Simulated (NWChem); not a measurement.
System: C₆H₄F₂; SMILES Fc1cccc(F)c1

The following NWChem deck was run.

```
start job
memory heap 200 mb stack 900 mb global 1100 mb
geometry units angstroms
  F      2.338454     0.000000    -0.979861
  C      1.189559     0.000000    -0.310234
  C      1.213598     0.000000     1.080086
  C      0.000000     0.000000     1.765449
  C     -1.213598     0.000000     1.080086
  C     -1.189559     0.000000    -0.310234
  F     -2.338454     0.000000    -0.979861
  C      0.000000     0.000000    -1.029186
  H      2.172112     0.000000     1.600740
  H      0.000000     0.000000     2.857712
  H     -2.172112     0.000000     1.600740
  H      0.000000     0.000000    -2.119450
end
basis spherical
  * library 6-31g*
end
dft
  xc b3lyp
  iterations 150
end
driver
  maxiter 120
end
task dft optimize
task dft freq
```

B3LYP is NWChem's, with the RPA form of VWN correlation.

The level has its own optimisation; frequencies are unscaled. Brackets give each atom's bonded neighbours.

Q: What results follow from this input? (B3LYP/6-31G* (spherical d).) Quantities: r C–F (Å); r C–C [C(CCF)–C(CCH)] (Å); r C–C [C(CCH)–C(CCH)] (Å); r C–H (Å); highest harmonic frequency (cm⁻¹); lowest (cm⁻¹); zero-point energy (kcal/mol); dipole (D).

A: The r C–F (Å) is 1.348, the r C–C [C(CCF)–C(CCH)] (Å) is 1.391 and the r C–C [C(CCH)–C(CCH)] (Å) comes out as 1.396. The r C–H (Å) is 1.085, the highest harmonic frequency (cm⁻¹) comes out as 3248 and the lowest (cm⁻¹) is 237. The zero-point energy (kcal/mol) is 53.0 and the dipole (D) is 1.34.
